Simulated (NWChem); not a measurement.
Molecule: Si$_{2}$H$_{2}$, singlet; SMILES [SiH2]=[Si]

Program: NWChem. Low-valent species are run as closed-shell singlets; no triplet was tried in these runs. The geometry was optimised at PBE-D3(BJ)/def2-SVP. Ions are spin-unrestricted doublets at the neutral geometry; other ion states weren't tried.

Question: Among these, which level gives the highest value of “−ε(HOMO) (eV)”?
A) PBE/def2-SVPD
B) M06-2X/def2-SVPD
C) Hartree-Fock/def2-SVPD
D) B3LYP/def2-SVPD

Answer: C, Hartree-Fock/def2-SVPD. Values: PBE/def2-SVPD 5.03; B3LYP/def2-SVPD 5.60; M06-2X/def2-SVPD 6.56; Hartree-Fock/def2-SVPD 7.39
